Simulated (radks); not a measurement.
The numbers below are computed, except where a source is named.
Task: The boron ion B+, [He] 2s2. Level of theory: non-relativistic Kohn-Sham, PBE, spin-polarised, spherical densities, point nucleus (a radial shooting solver on a logarithmic mesh with Libxc functionals). Every spin shell is full or empty, so the densities are truly spherical. Functionals are evaluated on that one density, not self-consistently. Rank these orbital-free kinetic functionals by their error against the exact value of the orbitals, and give that value: Thomas-Fermi, von Weizsacker, TF + vW/9, TF + vW/5, APBEK, Perdew 92, Pearson, PG1, DePristo-Kress.

Result: Exact: 24.2139 hartree. From best to worst, with 100 (|E| - |E exact|)/|E exact| (equal figures are ties): Perdew 92 -0.13, APBEK -0.14, TF + vW/9 -0.15, DePristo-Kress -1.60, Pearson -4.38, TF + vW/5 +8.01, von Weizsacker -8.20, Thomas-Fermi -10.35, PG1 +45.49.
